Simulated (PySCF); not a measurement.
Vertical excitations of a molecule C₄H₆ClF from TDA-PBE/def2-SVPD (PySCF), as energy in eV (oscillator strength): 6.80 (0.027), 6.89 (0.049), 7.07 (0.014), 7.23 (0.014), 7.44 (0.012), 7.49 (0.010), 7.67 (0.026), 7.73 (0.035), 7.86 (0.026), 7.96 (0.012). Lowest triplet (TDA): 6.17 eV. The structure is a stationary point at r2SCAN-D4/def2-SVP. The values are those of a single conformer.

Problem. Which structure fits?
A. F[C@H](Cl)C1CC1
B. C[C@@H]1[C@H](F)[C@@H]1Cl
C. F[C@@H]1C[C@@H]1CCl
D. CC/C(Cl)=C\F

Solution. A, F[C@H](Cl)C1CC1
